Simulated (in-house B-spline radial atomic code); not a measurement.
Values are calculated unless marked as measured or tabulated.
## Making a Troullier-Martins s channel for Rb, r_c = 1.8 bohr

Rb, [Kr] 5s1, non-relativistic PBE, spherical and spin-unpolarised, from a B-spline radial code for spherical atoms (atomic units). The all-electron 4s level is ε = -1.132747 hartree, its outermost node lies just inside 0.64 bohr and its outer maximum at 1.29 bohr.

Inside r_c the pseudo-orbital is u(r) = r^1 exp(p(r)), with p = c0 + c2 r² + c4 r⁴ + … + c12 r¹². The seven coefficients follow from p and its first four derivatives at r_c, from zero curvature of the screened potential at the origin, c4 = −c2²/(2l + 5), and from the norm inside r_c. At r_c the all-electron orbital has P = 0.7222011, P' = -0.6134577, the screened potential V = -1.215863, V' = 1.61572, V'' = -2.853882, and the norm inside is Q = 0.7559142.

**Question.** What are p, p' and p'' at r_c?

**Answer.** p = ln(P/r_c^1) = ln(0.7222011/1.8) = -0.91324. p' = P'/P − 1/r_c = -0.84943 − 0.55556 = -1.40498. The radial equation gives p'' = 2(V − ε) − 2(1) p'/r_c − p'² = -0.16623 − (-1.56109) − 1.97398 = -0.57912. Differentiating, p''' = 2V' + 2(1)p'/r_c² − 2(1)p''/r_c − 2p'p'' = 1.3803, and p'''' = 2V'' − 4(1)p'/r_c³ + 4(1)p''/r_c² − 2(1)p'''/r_c − 2p''² − 2p'p''' = -3.7849.

For a trial c2 the five matching conditions are linear in c0, c6, c8, c10 and c12, and c2 is varied until the norm inside r_c equals Q. The root nearest zero gives:

```csv
n,c_n
0,-0.5441488
2,0.4604007
4,-0.04239377
6,-0.2256365
8,0.1056634
10,-0.0193066
12,0.001303501
```

**Question.** Check c4 and p(r_c), and find the screened pseudopotential at the origin.

**Answer.** −c2²/5 = -0.0423938, as listed. The terms c_n r_c^n are -0.54415, 1.49170, -0.44503, -7.67440, 11.64407, -6.89336, 1.50793, which sum to -0.91324. Inverting the radial equation, V_l(r) = ε + 1 p'/r + (p'' + p'²)/2, so V_l(0) = ε + (2l + 3) c2 = -1.132747 + 3 × (0.460401) = 0.2485 hartree, finite where the all-electron potential diverges.

Orbitals and screened potentials:

```tsv
r (bohr)	P	u	V all-electron	V pseudo
0.18	0.1595	0.106	-110.8	0.2434
0.45	-0.435	0.2857	-23.17	0.06918
0.72	0.2479	0.5118	-8.991	-0.7024
0.99	0.777	0.7596	-4.542	-2.022
1.26	0.9368	0.9099	-2.743	-2.708
1.53	0.8735	0.8715	-1.78	-1.996
1.8	0.7222	0.7222	-1.216	-1.216
```

Logarithmic derivatives P'/P at R = 2.1 bohr, for energies E around ε:

```
E − ε (hartree)  all-electron      pseudo
           -0.5      0.540036    0.531905
          -0.25    -0.0249238  -0.0291237
           -0.1     -0.549354   -0.550494
              0      -1.05393    -1.05391
            0.1      -1.79256    -1.79555
           0.25      -3.97237    -4.02784
            0.5       163.376     68.6269
```

**Question.** With P(R) = 0.5413401 and a norm of 0.8760479 inside R, what slope in energy does norm conservation fix?

**Answer.** d(P'/P)/dE = −2 × (norm inside R)/P(R)² = -5.9788 per hartree·bohr at E = ε, for both atoms, since orbital and norm agree at R. Differences over ±0.1 hartree give -6.2160 (all-electron) and -6.2253 (pseudo), which also hold third-order terms. Half a hartree below ε the two curves differ by -0.0081.
